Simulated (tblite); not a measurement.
`CC[C@H]1C[Si@H](N(C)C)C1`. Structure optimised with GFN2-xTB, isolated species.

```
atom  x, y, z in Å
C1     3.7395   -0.3181    0.4815
C2     2.6413    0.2749   -0.3936
C3     1.3757    0.6031    0.3888
C4     0.3292    1.3102   -0.5008
Si5   -0.7063   -0.2797   -0.5747
N6    -2.3253   -0.1061   -0.0200
C7    -3.0113   -1.2422    0.5429
C8    -3.2210    0.7937   -0.7039
C9     0.5761   -0.6612    0.7750
H10    4.6179   -0.5543   -0.1154
H11    3.3985   -1.2297    0.9669
H12    4.0314    0.3896    1.2552
H13    3.0184    1.1898   -0.8591
H14    2.3877   -0.4243   -1.1937
H15    1.6506    1.2034    1.2604
H16    0.7458    1.6960   -1.4275
H17   -0.1454    2.1407    0.0173
H18   -0.5277   -1.0610   -1.8152
H19   -3.4871   -1.8576   -0.2304
H20   -2.3027   -1.8595    1.0881
H21   -3.7877   -0.8998    1.2314
H22   -3.9934    1.1390   -0.0120
H23   -3.7152    0.3118   -1.5564
H24   -2.6624    1.6513   -1.0687
H25    0.2025   -0.6089    1.7953
H26    1.1500   -1.5786    0.6818
```

Question: Give the dihedral angles Si5–N6–C7–H20, C4–C3–C9–Si5, H10–C1–C2–H13, C4–Si5–C9–H25, H15–C3–C4–H16, C9–C3–C4–H17.

Answer: Si5–N6–C7–H20 35° (synclinal); C4–C3–C9–Si5 13° (synperiplanar); H10–C1–C2–H13 -60° (synclinal); C4–Si5–C9–H25 104° (anticlinal); H15–C3–C4–H16 106° (anticlinal); C9–C3–C4–H17 104° (anticlinal). Dihedral signs follow IUPAC: positive where, seen along the central bond, the front bond turns clockwise onto the rear one.

Question: What are the angles H10–C1–H11, C2–C1–H10, C1–C2–C3, C3–C4–Si5, N6–C7–H20, N6–C8–H22?

Answer: From the scalar product of the two bond vectors; for H10–C1–H11 it is -0.3739 Å² over 1.0880 × 1.0876 Å², cos θ = -0.3160. H10–C1–H11 108.4°; C2–C1–H10 110.6°; C1–C2–C3 112.8°; C3–C4–Si5 90.5°; N6–C7–H20 109.5°; N6–C8–H22 109.6°.

Question: How far apart are these pairs, which share no bond: Si5···H21, H13···H15, H14···H18, H15···H21, H16···H21, H19···H24, H24···H26?

Answer: Si5···H21 3.625 Å (3 bonds apart); H13···H15 2.523 Å (3 bonds apart); H14···H18 3.048 Å (5 bonds apart); H15···H21 5.831 Å (6 bonds apart); H16···H21 5.862 Å (5 bonds apart); H19···H24 3.701 Å (4 bonds apart); H24···H26 5.294 Å (5 bonds apart).

Question: What is the repulsion energy of the bare nuclei, Σ ZA·ZB/RAB?

Answer: 565.05 Eh over 325 pairs, with full nuclear charges and distances in bohr; the largest single term is 30.15 Eh (Si5 with N6).

Question: How far are the heavy atoms from their best plane (unweighted least squares)?

Answer: 0.320 Å rms; C1 0.04, C2 0.40, C3 0.52, C4 0.20, Si5 0.61, N6 0.07, C7 0.01, C8 0.01, C9 0.25 Å (magnitudes).

Question: Write the matrix of distances between heavy atoms (Å, lower triangle).

Answer: 
```
C1    0.000
C2    1.524  0.000
C3    2.539  1.524  0.000
C4    3.905  2.536  1.545  0.000
Si5   4.570  3.398  2.458  1.899  0.000
N6    6.089  4.995  3.790  3.047  1.720  0.000
C7    6.814  5.927  4.762  4.332  2.737  1.442  0.000
C8    7.148  5.893  4.729  3.593  2.737  1.442  2.397  0.000
C9    3.195  2.551  1.545  2.361  1.900  3.059  3.642  4.327  0.000
```

Its GFN2-xTB frequencies are all real (lowest 39 cm⁻¹). The numbers are those of one conformer. 3 starts were optimised and ended at 0.00, 0.29 and 0.95 kcal/mol (GFN2-xTB); the lowest of these is shown.

These are computed values.
